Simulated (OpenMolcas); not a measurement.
Ru4+: moving or changing the point charges

Ru4+ among 6 point charges of -1.5 e arranged as an octahedron (Oh), 1.85 Å from the ion.

```yaml
Program: OpenMolcas
Method: "SS-CASPT2, IPEA 0.25 Eh, imaginary shift 0.1 Eh (closed shells correlated: 4s 4p)"
Basis: ANO-RCC-VDZP [6s5p3d1f]
Scalar_Hamiltonian: DKH2, point nucleus
Active_space: 4 electrons in 5 orbitals (4d)
State_averaging: 2S+1 = 5 even, 5 roots; 2S+1 = 3 even, 45 roots; 2S+1 = 1 even, 50 roots
Spin-orbit_coupling: state interaction with AMFI integrals over the reference wave functions
```

Runs around this geometry, states (labels of O, the rotations of Oh). Energies in cm-1 above the lowest state or level, χT in cm3 K/mol; 10Dq and B are least-squares fits to the states below 45000 cm-1, weighted by degeneracy, with a free offset, and given where the rms deviation is under 5 % of |10Dq| (or 100 cm-1) and under 700 cm-1.

| R (Å) | q (e) | Ground state | First state of that spin | 10Dq | B (rms of fit) | First gap with spin-orbit (degeneracies) | χT at 300 K | First state of another spin |
| --- | --- | --- | --- | --- | --- | --- | --- | --- |
| 1.85 | -0.75 | 5E | 5T2 4300 |  |  | 330 (1, 3) | 1.458 | 3T1 16640 |
| 1.76 | -1.5 | 5E | 5T2 10920 | 11191 | 775 (501) | 250 (1, 3) | 2.198 | 3T1 10410 |
| 1.85 | -1.5 | 5E | 5T2 8660 |  |  | 250 (1, 3) | 2.086 | 3T1 12670 |
| 2.01 | -1.5 | 5E | 5T2 5850 |  |  | 280 (1, 3) | 1.763 | 3T1 15300 |

Taking the first state of the same spin as R^-n, n = -ln(5850 / 10920) / ln(2.01 / 1.76) = 4.7 between the shortest and longest distance.

Scaling the charges by -0.75 / -1.5 = 0.50 scales the first state of the same spin by 4300 / 8660 = 0.50; with fixed orbitals a first-order splitting would follow the charge.

Roots that are degenerate in the reference are averaged as groups; the widest CASPT2 spread within a group is 2700 cm-1 (the 6-fold group of multiplicity 3 near 33800 cm-1 above the lowest state of its run, R = 1.85, q = -1.5). Shifts and gaps below about the spread of the groups concerned are not significant. An orbital doublet at a regular site is open to a Jahn-Teller distortion, which this geometry leaves out. Point charges give a weaker field than real ligands, and real ions of this kind are as a rule low spin; the high spin found here belongs to the model. Free-ion shares, where given, are those of the reference states; single-state CASPT2 does not remix them. This field is weak: 10Dq is about 4337 cm-1, while octahedral complexes of 4d ions of charge 3 and more, computed by the same method with explicit ligands, had a median near 25000 cm-1. Ground spin and moment need not be those of a real site (figures for R = 1.85, q = -0.75; the like holds for R = 1.76, q = -1.5, R = 1.85, q = -1.5, R = 2.01, q = -1.5). The ground term spreads over less than 5000 cm-1, several times less than with real ligands, so orbital moments are less quenched and χT lies further from the spin-only value than at real sites (holds for R = 1.85, q = -0.75). This shell can be high or low spin here, a state of another spin lies low, and with metal d orbitals alone active their balance is uncertain, so the ground spin may be wrong (holds for R = 1.76, q = -1.5; R = 1.85, q = -1.5). This is an electrostatic model: the charges have no orbitals. A group larger than the point group allows holds several states that coincide in this model. No measured value stands beside these numbers.
